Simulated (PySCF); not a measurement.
# A survey of 19F NMR shifts

- σ from GIAO-PBE0/pcSseg-1
- geometry: GFN2-xTB
- run in PySCF 2.14.0 with density-fitted response routines
- rapidly exchanging positions averaged, non-relativistic Hamiltonian, a single conformation, no solvent model

Shieldings were converted by a linear fit to measured shifts: 19F: δ = 146.13 − 0.903σ +14.6 on sp3 carbon (rms 6.0 ppm, 223 shifts, 7.0 ppm with the 5 outliers that the fit left out vs CFCl3, solution or neat liquid). A few per cent of atoms miss by over 2 rms, more outside the fitted compound classes.

(1) Give the 19F shifts of `CO[C@H](C(F)(F)F)C(F)(F)C(=O)Cl`, `CC#C[C@@H](CC)C(=O)C(F)(F)F`, `O=C([C@@H]1C[C@@H]2C[C@@H]2C1)C(F)(F)F`.

(2) Order these by 19F shift, lowest first.
A. O=C1CSC[C@@H]1F
B. C=C=C(CCC)C(=O)C(F)(F)F
C. F[C@@H]1COC(=S)C1

Results:

(1) 
```csv
compound,environment,δ (ppm)
[CH3:1][O:2][C@H:3]([C:4]([F:5])([F:6])[F:7])[C:8]([F:9])([F:10])[C:11](=[O:12])[Cl:13],F5/6/7: fluorine of a CF3 group (×3),-70.0
[CH3:1][O:2][C@H:3]([C:4]([F:5])([F:6])[F:7])[C:8]([F:9])([F:10])[C:11](=[O:12])[Cl:13],F10: fluorine of a CF2 group,-90.0
[CH3:1][O:2][C@H:3]([C:4]([F:5])([F:6])[F:7])[C:8]([F:9])([F:10])[C:11](=[O:12])[Cl:13],F9: fluorine of a CF2 group,-99.2
CC#C[C@@H](CC)C(=O)C(F)(F)F,fluorine of a CF3 group (×3),-69.8
O=C([C@@H]1C[C@@H]2C[C@@H]2C1)C(F)(F)F,fluorine of a CF3 group (×3),-75.2
```

(2) A (-189.8 ppm, fluorine on an sp3 carbon), C (-165.0 ppm, fluorine on an sp3 carbon), B (-68.2 ppm, fluorine of a CF3 group).
